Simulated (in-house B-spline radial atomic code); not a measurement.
Whole-atom quantities along the 58-electron series, configuration [Kr] 4d10 4f10 5s2. Computed with an all-electron radial atomic-structure program (B-spline basis): non-relativistic Hartree-Fock, average of the configuration, point nuclei.

This level leaves out relativity, spin-orbit splitting included, which matters for heavy ions.

```json
{"ion": "Er10+", "Z": "68", "E/Z² (Eh)": "-2.6967", "Σ<r²> (bohr²)": "16.037", "n(0)/Z³ (bohr⁻³)": "0.71364", "Lamb diamagnetic shielding (ppm)": "7648.04", "repulsion over attraction": "0.14881"}
{"ion": "Tm11+", "Z": "69", "E/Z² (Eh)": "-2.7104", "Σ<r²> (bohr²)": "14.932", "n(0)/Z³ (bohr⁻³)": "0.71409", "Lamb diamagnetic shielding (ppm)": "7788.64", "repulsion over attraction": "0.14757"}
{"ion": "Yb12+", "Z": "70", "E/Z² (Eh)": "-2.7239", "Σ<r²> (bohr²)": "13.961", "n(0)/Z³ (bohr⁻³)": "0.71454", "Lamb diamagnetic shielding (ppm)": "7929.06", "repulsion over attraction": "0.14631"}
{"ion": "Lu13+", "Z": "71", "E/Z² (Eh)": "-2.7371", "Σ<r²> (bohr²)": "13.099", "n(0)/Z³ (bohr⁻³)": "0.71498", "Lamb diamagnetic shielding (ppm)": "8069.34", "repulsion over attraction": "0.14504"}
```
